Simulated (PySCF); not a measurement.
An unknown is described by computed data only.

Elements present: C, F, H, N and Si. Monoisotopic mass: 170.0676 u.

| Property | Result |
| --- | --- |
| 1H NMR | chemical shifts (computed TMS as zero) by class: 9.47 (1 H), 7.29 (1 H), 0.46 (9 H) ppm [GIAO PBE0/pcSseg-1] |
| Rotational structure | rotational constants A, B, C: 1.654, 0.579, 0.500 GHz [GFN2-xTB] |
| Dipole | 2.86 D [PBE0/pcSseg-1] |
| 13C NMR | chemical shifts (computed TMS as zero) by class: 175.2 (1 C), 171.7 (1 C), 145.0 (1 C), 121.0 (1 C), -1.3 (3 C) ppm [GIAO PBE0/pcSseg-1] |
| NMR, other nuclei | isotropic shieldings of nuclei other than C and H, by class: -211 (1 N), -206 (1 N), 298 (1 F), 352 (1 Si) ppm [GIAO PBE0/pcSseg-1] |

Electronic properties: PySCF, gas phase, density fitting. Levels stand in brackets. Geometry: GFN2-xTB; no solvent, vibrations or thermal averaging. NMR classes are plain means over equivalent atoms (diastereotopic ones count apart unless rotation or inversion swaps them), as if these changed places fast.

Q: Which formula fits the mass and the elements?

A: C7H11FN2Si (calculated 170.0676). No other formula that holds each of these elements comes within 0.0003 u with a fitting electron parity and a possible valence count.

Q: Give a SMILES that accounts for the data.

A: Numbering: `[CH3:1][Si:2]([CH3:3])([CH3:4])[c:5]1[cH:6][c:7]([F:8])[cH:9][n:10][n:11]1`. Its formula, C7H11FN2Si, gives 4 degrees of unsaturation: 1 ring and 3 π bonds in the structure found (Kekulé form). 7 carbons fall into 5 classes; from least to most shielded: substituted aromatic carbon [C5] (175.2 ppm), aromatic C–F carbon [C7] (171.7 ppm), aromatic CH next to a ring nitrogen [C9] (145.0 ppm), aromatic CH carbon [C6] (121.0 ppm), Si-methyl carbon [C1/C3/C4] (-1.3 ppm, 3 C, up to 2.6 ppm apart in this geometry). Hydrogen classes from least to most shielded: 1 H on an aromatic CH next to a ring nitrogen, C9 (9.47 ppm), 1 H on an aromatic CH carbon, C6 (7.29 ppm), 9 H on 3 Si-methyl carbons, C1/C3/C4 (0.46 ppm, a mean of values up to 1.3 ppm apart in this geometry). The other shieldings belong to: -211 ppm, pyridine-type nitrogen [N10]; -206 ppm, pyridine-type nitrogen [N11]; 298 ppm, aryl fluorine [F8]; 352 ppm, four-coordinate silicon [Si2]. The optimised geometry has point group C1 and is an asymmetric top. Structure: `C[Si](C)(C)C1=NN=CC(F)=C1`. Computed isomers that give other values at the same levels: `CNN([SiH3])c1cccc(F)c1` (13C chemical shifts (computed TMS as zero) by class: 173.5 (1 C), 155.2 (1 C), 136.5 (1 C), 113.7 (1 C), 110.2 (1 C), 102.8 (1 C), 39.4 (1 C) ppm). The assignments are read from this structure; whether some other isomer fits the data as well wasn't checked.

Conformer computed: `[CH3:1][Si:2]([CH3:3])([CH3:4])[c:5]1[cH:6][c:7]([F:8])[cH:9][n:10][n:11]1`: C1–Si2–C5–C6 -147°.
